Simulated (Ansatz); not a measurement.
System: sum formula SiNH$_{2}$F$_{3}$ (charge 0, singlet). SMILES: F[Si](F)(N)F
Structure (B3LYP-D3(BJ)/def2-TZVP (Ansatz, an electronic-structure program) minimum search):
```xyz
7

N      1.6258    -0.2885     0.2310
Si    -0.0079     0.0008    -0.0023
F     -0.6083    -0.5087    -1.3769
F     -0.8420    -0.7271     1.1250
F     -0.2817     1.5565     0.0339
H      1.9777    -1.1783     0.5416
H      2.3402     0.2992    -0.1644
```
Charge 0, spin multiplicity 1.

Wanted: atomisation energy (electronic, to ground-state atoms), in eV. Valence correlation only, unless marked. Open shells are spin-unrestricted. No spin-orbit coupling. No relativistic terms. The coupled-cluster limit lacks core correlation, which all-electron functionals hold. CBS marks a two-point X^-3 extrapolation of the correlation energy; Hartree-Fock from the larger set. The bracket is a focal-point correction in the basis named.

```json
[
 {"level": "PBE0/def2-TZVP", "program": "Ansatz", "atomisation energy (eV)": "30.11"},
 {"level": "PBE0/def2-QZVPP", "program": "Ansatz", "atomisation energy (eV)": "30.27"},
 {"level": "BHLYP/def2-TZVPD", "program": "Ansatz", "atomisation energy (eV)": "29.19"},
 {"level": "B2PLYP-D4/def2-TZVPD", "program": "Ansatz + dftd4", "atomisation energy (eV)": "30.46"},
 {"level": "RPA@PBE/cc-pV(Q+d)Z", "program": "Ansatz", "atomisation energy (eV)": "28.77"},
 {"level": "MP2/aug-cc-pV(Q+d)Z", "program": "Ansatz", "atomisation energy (eV)": "31.90"},
 {"level": "RI-MP2/cc-pV(Q+d)Z", "program": "Ansatz", "atomisation energy (eV)": "31.75"},
 {"level": "SCS-MP2/STO-3G", "program": "Ansatz", "atomisation energy (eV)": "20.26"},
 {"level": "SCS-MP2/cc-pV(D+d)Z", "program": "Ansatz", "atomisation energy (eV)": "27.63"},
 {"level": "CCSD/cc-pV(T+d)Z", "program": "Ansatz", "atomisation energy (eV)": "29.34"},
 {"level": "CCSD(T)/STO-3G", "program": "Ansatz", "atomisation energy (eV)": "20.78"},
 {"level": "CCSD(T)/cc-pwCVTZ", "program": "Ansatz", "atomisation energy (eV)": "29.96"},
 {"level": "CCSD(T)/cc-pV(Q+d)Z", "program": "Ansatz", "atomisation energy (eV)": "30.60"},
 {"level": "RI-MP2/CBS(aug-cc-pV(T+d)Z,aug-cc-pV(Q+d)Z)+[CCSD(T)-MP2]/aug-cc-pV(Q+d)Z", "program": "Ansatz", "atomisation energy (eV)": "31.04"},
 {"level": "CCSD(T)/CBS(aug-cc-pV(T+d)Z,aug-cc-pV(Q+d)Z)", "program": "Ansatz", "atomisation energy (eV)": "31.06"}
]
```
